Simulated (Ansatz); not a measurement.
`C=C=[N][AlH2]` + `[AlH2][SH]` → `[AlH2][S][AlH2]` + `C=C=N` at 500 K and 1 bar (ligand exchange at the Al–N bond).

Isolated molecules relaxed with PBE0-D4/def2-TZVP in Ansatz; ΔE leaves out vibrations. CCSD(T)/CBS adds triple-zeta CCSD(T) − MP2 to the extrapolated MP2 energy (def2 sets, frozen cores). This one scheme is used for every species. Each species was taken in one conformer, which may not be the lowest.

```tsv
species	CCSD(T)/CBS energy (Eh)	H − E (kJ/mol)	S (J/(mol·K))
`C=C=[N][AlH2]`	-375.19639	164.6	357.6
`[AlH2][SH]`	-641.61836	86.7	303.7
`[AlH2][S][AlH2]`	-884.26538	117.2	377.2
`C=C=N`	-132.55079	140.3	282.8
```

H − E and S are ideal-gas, rigid-rotor, harmonic terms from PBE0-D4/def2-TZVP, for one conformer and one mirror image of each species. 1 Eh = 2625.50 kJ/mol, R = 8.31446 J/(mol·K).

Question: By hand: ΔE, ΔH, ΔS and ΔG.

Answer: ΔE = (-884.26538) + (-132.55079) − (-375.19639) − (-641.61836) = -0.00142 Eh = -3.7 kJ/mol. Δ(H − E) = 117.2 + 140.3 − 164.6 − 86.7 = 6.2, so ΔH = 2.5 kJ/mol. ΔS = 377.2 + 282.8 − 357.6 − 303.7 = -1.3 J/(mol·K). ΔG = 2.5 − 500 × (-1.3)/1000 = 3.1 kJ/mol.

Question: By hand: the equilibrium constant, and the temperature at which ΔG would vanish if ΔH and ΔS stayed fixed.

Answer: log₁₀ K = −ΔG/(RT ln 10) = -0.3. ΔH and −TΔS have one sign here, so there is no such temperature. One of them is within its doubt of zero, so this could turn.

The number of gas molecules stays the same, so ΔS is small and ΔH decides. The sign of ΔG lies within the doubt. A doubt of 5 kJ/mol in ΔE shifts log₁₀ K by 0.5 here. Other conformers and mirror images would add mixing entropy, several J/(mol·K) or more a flexible species. These are equilibria of isolated gas molecules and say nothing of rates. Largest T1 diagnostic: 0.015 (customary marks: 0.02 for closed shells, 0.045 for open ones).
